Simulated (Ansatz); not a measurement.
Consider the atomization: `B[CH2][GaH][CH3]` → B• + 2 C• + Ga• + 8 H•.

Computed with Ansatz on PBE0-D4/def2-TZVP structures; ΔE is electronic, products minus reactants. CCSD(T)/CBS is the MP2 limit (def2-TZVPP, def2-QZVPP) plus CCSD(T) − MP2 in def2-TZVPP, frozen cores. This one scheme is used for every species, atoms too. DFT in def2-TZVPP. B3LYP here is the variant with VWN-RPA as its local correlation; programs differ in this. No spin–orbit coupling; open shells (•) take unrestricted orbitals. Spin–orbit coupling would lower the free atoms: a little for B, C; clearly for Ga. Bonds to Ga are less sure, by a few kJ/mol each and by 10 to 20 or more in all where they break to atoms, as the def2 sets lack core-valence functions. Scalar relativity is left out up to krypton. Each species was taken in one conformer, which may not be the lowest.

```tsv
level	ΔE (eV)	difference from CCSD(T)/CBS
PBE-D4	43.01	0.34
r2SCAN-D4	42.91	0.24
PBE0-D4	42.76	0.09
B3LYP-D4	42.66	-0.01
ωB97X-V	42.76	0.09
ωB97M-V	42.74	0.07
B2PLYP	42.29	-0.38
PBE	42.78	0.11
r2SCAN	42.85	0.18
PBE0	42.57	-0.10
B3LYP	42.30	-0.37
HF/def2-TZVPP	32.86	-9.81
MP2/def2-TZVPP	42.20	-0.47
SCS-MP2/def2-TZVPP	42.15	-0.52
CCSD/def2-TZVPP	41.50	-1.17
CCSD(T)/def2-TZVPP	41.94	-0.73
HF/def2-QZVPP	32.88	-9.79
MP2/def2-QZVPP	42.63	-0.04
SCS-MP2/def2-QZVPP	42.65	-0.02
HF/CBS(def2)	32.88	-9.79
MP2/CBS(def2)	42.94	0.27
CCSD/CBS(def2)	42.24	-0.43
CCSD(T)/CBS	42.67	0
```

Largest T1 diagnostic among the species: 0.014.

The D4 term adds +0.36 eV with B3LYP and +0.19 eV with PBE0; it sums over pairs of atoms, weighted by their polarisabilities, and B3LYP, whose exchange is more repulsive, gets the larger term. In def2-TZVPP, CCSD(T) changes the Hartree–Fock value by +9.08 eV (the triples alone add +0.44 eV) and MP2 by +9.35 eV; breaking electron pairs costs correlation energy, which Hartree–Fock lacks. From PBE to PBE0 (25 % exact exchange), in def2-TZVPP and without D4, ΔE moves by −0.21 eV: exact exchange takes away binding that semilocal exchange gives to molecules.

For atomizations the MP2-based limit and the directly extrapolated one differ by several kJ/mol either way, and by 10 to 25 for some Ge, Se and Sn compounds, so smaller differences from it don't rank the levels.
